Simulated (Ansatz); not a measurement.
Species: H2F2GeS2, SMILES `[F][Ge]([F])([SH])[SH]` (S–Ge–S–H torsion -148°, S–Ge–S–H torsion -148°) (charge 0, multiplicity 1).

Task: Give a relaxed geometry from PBE-D3(BJ)/def2-TZVP run with Ansatz (a program for electronic structure).

Result: One answer among several that fit: the end point of this relaxation, one of several conformers (outside a Z-matrix the atoms follow the SMILES, hydrogens last).
Z-matrix (Å, degrees):
```
Ge
F 1 1.7502
F 1 1.7502 2 102.29
S 1 2.2041 2 113.52 3 -115.27
H 4 1.3565 1 90.98 2 90.02
S 1 2.2041 2 107.38 3 119.81
H 6 1.3565 1 90.89 2 -22.29
```
